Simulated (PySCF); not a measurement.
The same groups moved round the core (furan mercapto+boryl). All species are isolated molecules in the gas phase. One relaxed conformer stands for each flexible species; it need not be the lowest. Strings in code marks are SMILES. All members: neutral, multiplicity 1. Level: PBE0-D3(BJ)/def2-TZVP // PBE0-D3(BJ)/def2-SVP (PySCF), beside PBE-D3(BJ)/def2-TZVP // PBE0-D3(BJ)/def2-SVP (PySCF) at the same geometries.  Orbital energies are measured against the vacuum level.

```tsv
species	HOMO, PBE (eV)	HOMO, PBE0-D3(BJ) (eV)
`Bc1cc(S)co1` (H–B–C–O torsion 0°, C–C–S–H torsion 73°)	-6.05	-7.16
`Bc1coc(S)c1` (H–B–C–C torsion 0°, O–C–S–H torsion 71°)	-5.98	-6.98
`Bc1occc1S` (H–B–C–O torsion 0°, C–C–S–H torsion 0°)	-5.72	-6.72
`Bc1ccc(S)o1` (H–B–C–O torsion 180°, O–C–S–H torsion 0°)	-5.67	withheld
`Bc1ccoc1S` (H–B–C–C torsion 0°, O–C–S–H torsion 180°)	-5.50	-6.44
`Bc1cocc1S` (H–B–C–C torsion 0°, C–C–S–H torsion 0°)	-5.40	-6.43
```

Task: Fit y = a + b·x, y being the HOMO at the first level, to the 5 complete rows by least squares, with x = the PBE value in eV. Give a, b and the rms residual, and predict the withheld value.

Result: Means of the 5 rows: x̄ = -5.73, ȳ = -6.746 eV. Σ(x − x̄)² = 0.3268 and Σ(x − x̄)(y − ȳ) = 0.3659, so b = 1.120 and a = ȳ − b·x̄ = -0.328 eV. The rms residual is 0.046 eV. At x = -5.67 the line gives -6.68 eV. The run for `Bc1ccc(S)o1` (H–B–C–O torsion 180°, O–C–S–H torsion 0°) gave -6.56 eV, so the line is off by 0.12 eV, more than twice the rms residual.

Codes: PySCF.
